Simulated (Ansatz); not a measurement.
Consider the substitution at a C–C bond: `CCCC(N)=O` + `OBO` → `CCOBO` + `CC(N)=O`.

Computed with Ansatz on PBE0-D4/def2-TZVP structures; ΔE is electronic, products minus reactants. CCSD(T)/CBS adds triple-zeta CCSD(T) − MP2 to the extrapolated MP2 energy (def2 sets, frozen cores). This one scheme is used for every species. Functionals use def2-TZVPP. B3LYP here is the variant with VWN-RPA as its local correlation; programs differ in this. One conformer a species, not always the lowest.

CCSD(T)/CBS gives +10.2 kcal/mol.

Another level gave +9.9 kcal/mol. Which?
A. B3LYP/def2-TZVPP
B. MP2/def2-TZVPP
C. r2SCAN-D4/def2-TZVPP
D. CCSD(T)/def2-TZVPP

D. CCSD(T)/def2-TZVPP 9.9, r2SCAN-D4 8.8, B3LYP 7.1, MP2/def2-TZVPP 11.2 kcal/mol.

Largest T1 diagnostic among the species: 0.014.

The D4 term adds +0.8 kcal/mol with B3LYP and +0.5 kcal/mol with PBE0; it sums over pairs of atoms, weighted by their polarisabilities, and B3LYP, whose exchange is more repulsive, gets the larger term. In def2-TZVPP, CCSD(T) changes the Hartree–Fock value by +2.9 kcal/mol (the triples alone add +0.2 kcal/mol) and MP2 by +4.1 kcal/mol. From PBE to PBE0 (25 % exact exchange), in def2-TZVPP and without D4, ΔE moves by +0.8 kcal/mol.
